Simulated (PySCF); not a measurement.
# Bi₃N, singlet: structure and spectrum

Computed with PySCF, PBE0, basis N def2-SVP, Bi def2-SVP with ECP60 (scalar-relativistic core potentials, no spin–orbit coupling, density fitting).

The structure is a minimum.

```xyz
4
charge 0 multiplicity 1, angstrom
N     0.0000    0.0000   -1.5135
Bi    1.6844    0.0000    0.0337
Bi   -0.8422    1.4587    0.0337
Bi   -0.8422   -1.4587    0.0337
```

| Property | Result |
| --- | --- |
| Point group | C3v |
| Bond lengths | Bi–Bi 2.917 Å (×3), N–Bi 2.287 Å (×3) |
| Bond angles | Bi–Bi–Bi 60.0° (×3), Bi–Bi–N 50.4° (×6), Bi–N–Bi 79.3° (×3) |
| Rotational constants | 0.01828, 0.01828, 0.009477 cm⁻¹ |
| Principal polarisabilities | 74.3, 161.4, 161.4 bohr³ |
| Atomisation energy without zero-point energy | 675 kJ/mol |
| Lowest empty level | -1.71 eV |
| Dipole moment | 1.98 D |
| Enthalpy at 298.15 K above 0 K | 17.23 kJ/mol |
| Rotational symmetry number | 3 |
| Heat capacity Cp at 298.15 K | 74.5 J/(mol K) |
| Highest occupied level | -5.90 eV |
| Entropy at 298.15 K and 1 bar | 361.8 J/(mol K) |
| Principal quadrupole moments (Buckingham, traceless) about the centre of mass | -11.84, 5.92, 5.92 D Å |
| Zero-point energy | 10.5 kJ/mol |

Harmonic modes (masses in u: N 14.003, Bi 208.980):
```json
{"symmetry": "e", "ω (cm⁻¹)": "132", "IR (km/mol, summed over degenerate members)": "0.8", "μ (u)": "176.54"}
{"symmetry": "a1", "ω (cm⁻¹)": "177", "IR (km/mol, summed over degenerate members)": "1.5", "μ (u)": "168.03"}
{"symmetry": "e", "ω (cm⁻¹)": "386", "IR (km/mol, summed over degenerate members)": "1.7", "μ (u)": "14.98"}
{"symmetry": "a1", "ω (cm⁻¹)": "548", "IR (km/mol, summed over degenerate members)": "32.8", "μ (u)": "14.54"}
```

In C3v the vibrations span 2e + 2a1.

Charges (e):
```csv
atom,Mulliken,Löwdin,polar tensor,Mayer order to N1
N1,-0.62,-0.51,-0.31,–
"Bi2,3,4",0.21,0.17,0.10,0.93
```
Other Mayer orders above 0.3: Bi–Bi 1.02 (×3).

Mulliken populations on N1: s 3.96, p 3.65, d 0.01.

This need not be the most stable arrangement of these atoms. Spin–orbit coupling, left out here, can matter for elements this heavy.

The final relaxation and frequency run took about 90 core-seconds on a shared host.
